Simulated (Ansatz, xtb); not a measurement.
# Ligand exchange: BH2(NH2) + GeH(SH) → BH2(SH) + GeH(NH2)

Species: BH2(NH2), singlet; GeH(SH), singlet; BH2(SH), singlet; GeH(NH2), singlet. The partners trade NH2 for SH: B–NH2 and Ge–SH bonds give way to B–SH and Ge–NH2.

Shapes, held fixed at every level: PBE0-D4/def2-TZVP. Flexible molecules stand in one conformer, not always the lowest. Programs: Ansatz 0.2.0, xtb 6.7.1. The zero-point and thermal change to 298 K, harmonic and unscaled (PBE0-D4/def2-TZVP), is -3.5 kJ/mol.

| level | kind | ΔH(298 K) (kJ/mol) | less CCSD(T)/def2-TZVPP |
| --- | --- | --- | --- |
| GFN1-xTB | semi-empirical | +111.0 | +42.1 |
| HF/def2-SVP | Hartree–Fock | +80.7 | +11.8 |
| BHLYP-D4/def2-TZVPP | global hybrid | +80.0 | +11.1 |
| wB97M-V/def2-TZVPP | range-separated hybrid | +74.5 | +5.6 |
| MP2/def2-TZVPP | perturbation theory | +67.8 | -1.1 |
| CCSD(T)/def2-SVP | coupled cluster or CI | +69.7 | +0.8 |
| CCSD/def2-SVP | coupled cluster or CI | +71.1 | +2.2 |
| CCSD(T)/def2-TZVPP | coupled cluster or CI | +68.9 | 0.0 |

The highest level, CCSD(T)/def2-TZVPP, gives ΔH(298 K) = +68.9 kJ/mol; the levels span +67.8 to +111.0. The column of differences is taken from that level and isn't an error. No measured value is set beside it here. Relativity is left out for Ge unless named. Correlated rows may include outer-core shells of Ge, which these sets cover unevenly.
